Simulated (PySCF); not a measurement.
## [YO2]-: bending curve

These are results of PySCF, PBE0, basis Y def2-TZVPD with ECP28, O def2-TZVPD (scalar-relativistic core potentials, no spin–orbit coupling, density fitting), not measurements.

Rigid scan from the singlet minimum (Y–O 1.926 Å (×2); O–Y–O 117.8°). Coordinate: the O–Y–O angle, bonds fixed. Energies in kJ/mol from the minimum.

```tsv
bond angle (°)	E (kJ/mol)	dipole size (D, about the centre of mass)
80	112.5	9.83
90	54.3	9.88
100	20.2	9.83
110	3.5	9.62
120	0.3	9.17
130	7.2	8.37
140	21.5	7.19
150	39.9	5.70
160	58.5	3.95
170	72.2	2.03
180	77.4	0.00
```

With the bonds held, the linear shape lies 77.4 kJ/mol from the minimum.
